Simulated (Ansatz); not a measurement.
C2H7NSi can be A, `CN1C[SiH2]1`, or B, `CC[Si]N`.

Program: Ansatz. Geometries: PBE0-D4/def2-TZVP. ΔE: electronic, gas phase. CCSD(T)/CBS is the MP2 limit (def2-TZVPP, def2-QZVPP) plus CCSD(T) − MP2 in def2-TZVPP, frozen cores. DFT in def2-TZVPP. Each species was taken in one conformer, which may not be the lowest.

A:

```xyz
11

C    -0.553   -1.272   -0.605
N    -0.132    0.097   -0.509
C     1.168    0.444    0.100
Si   -0.333    1.363    0.621
H     0.010   -1.790   -1.389
H    -1.612   -1.314   -0.870
H    -0.414   -1.833    0.332
H     1.566   -0.279    0.820
H     1.925    0.824   -0.583
H    -0.863    1.079    1.977
H    -0.762    2.681    0.106
```

B:

```xyz
11

C     0.287    0.244   -1.163
C    -0.017    1.092    0.062
Si   -0.432    0.277    1.742
N    -0.322   -1.372    1.310
H    -0.556   -0.401   -1.425
H     0.504    0.856   -2.043
H     1.157   -0.399   -1.001
H    -0.859    1.772   -0.138
H     0.818    1.774    0.277
H    -0.487   -2.104    1.982
H    -0.095   -1.738    0.397
```

Question: Which is lower in electronic energy at CCSD(T)/CBS, and by how much? (An estimate is asked.)

Answer: Computed: B, by 132.2 kJ/mol.

Question: Give E(B) − E(A) in kJ/mol with PBE-D4, BLYP-D4, PBE0-D4, B2PLYP, HF/def2-TZVPP, CCSD(T)/def2-TZVPP, CCSD/def2-TZVPP. (Best estimate.)

Answer: The calculation gave: PBE-D4 -122.4, BLYP-D4 -132.8, PBE0-D4 -121.8, B2PLYP -128.0, HF/def2-TZVPP -129.0, CCSD(T)/def2-TZVPP -131.8, CCSD/def2-TZVPP -133.4. None reverses the order clearly.

Question: Does the order hold for the free energy at 298.15 K (harmonic terms from PBE0-D4)? (Best estimate.)

Answer: The calculation gave: Yes: G(B) − G(A) = -121.6 kJ/mol, for one conformer each.

Largest T1 diagnostic: 0.013.

At CCSD(T), def2-SVP lies +3.6 kJ/mol from the extrapolated value and def2-TZVPP +0.4 kJ/mol. Leaving LDA and LC-ωPBE aside and taking each functional with its dispersion term where it has one, the values, not all of them listed here, spread over 17.6 kJ/mol, from ωB97M-V to r2SCAN-D4. LDA lies +3.5 kJ/mol from PBE without D4.
